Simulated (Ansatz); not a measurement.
Consider the ligand exchange at a Ge–C bond: `C=C=C[CH2][GeH3]` + `[SiH3][SiH2]S` → `[SiH3][SiH2][S][GeH3]` + `C=C=CC`.

Program: Ansatz. Geometries: PBE0-D4/def2-TZVP. ΔE: electronic, gas phase. CBS: MP2 limit from def2 TZ/QZ plus the TZ coupled-cluster correction, frozen cores. DFT in def2-TZVPP. B3LYP here is the variant with VWN-RPA as its local correlation; programs differ in this. For Ge outer-core shells are correlated without core-valence functions, which leaves a few kJ/mol of doubt a bond. Scalar relativity is left out up to krypton. One conformer a species, not always the lowest.

```
             level  ΔE (kJ/mol)  difference from CCSD(T)/CBS
            PBE-D4        -69.5                         -3.5
         r2SCAN-D4        -69.9                         -3.9
           PBE0-D4        -71.0                         -5.0
          B3LYP-D4        -70.3                         -4.3
           ωB97X-V        -67.6                         -1.6
           ωB97M-V        -68.0                         -2.0
            B2PLYP        -66.6                         -0.6
               PBE        -67.0                         -1.0
            r2SCAN        -69.4                         -3.4
              PBE0        -68.7                         -2.7
             B3LYP        -66.1                         -0.1
     HF/def2-TZVPP        -71.7                         -5.7
    MP2/def2-TZVPP        -65.8                          0.2
SCS-MP2/def2-TZVPP        -65.3                          0.7
   CCSD/def2-TZVPP        -63.5                          2.5
CCSD(T)/def2-TZVPP        -64.0                          2.0
     HF/def2-QZVPP        -72.0                         -6.0
    MP2/def2-QZVPP        -67.1                         -1.1
SCS-MP2/def2-QZVPP        -66.6                         -0.6
      HF/CBS(def2)        -72.0                         -6.0
     MP2/CBS(def2)        -67.8                         -1.8
    CCSD/CBS(def2)        -65.5                          0.5
       CCSD(T)/CBS        -66.0                            0
```

Largest T1 diagnostic among the species: 0.012.

The D4 term adds −4.2 kJ/mol with B3LYP and −2.3 kJ/mol with PBE0; it sums over pairs of atoms, weighted by their polarisabilities, and B3LYP, whose exchange is more repulsive, gets the larger term. In def2-TZVPP, CCSD(T) changes the Hartree–Fock value by +7.7 kJ/mol (the triples alone add −0.5 kJ/mol) and MP2 by +5.9 kJ/mol.
